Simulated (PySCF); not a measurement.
Vertical excitations of a molecule C3H3N2, multiplicity 2 from TDA-CAM-B3LYP/def2-SVPD run with PySCF, as energy in eV (oscillator strength): 0.47 (0.000), 1.11 (0.000), 3.11 (0.022), 4.95 (0.000), 5.65 (0.001), 5.80 (0.000), 6.00 (0.000), 6.09 (0.000), 6.23 (0.001), 6.25 (0.003). Geometry: ωB97X-D3(BJ)/def2-SVP. One conformer was computed; it need not be the lowest.

Task: Identify the compound among the candidates.
A) C1=CN=C[N]1
B) [c]1cnc[nH]1
C) [c]1cn[nH]c1
D) C1=C[N]N=C1

Result: D, C1=C[N]N=C1
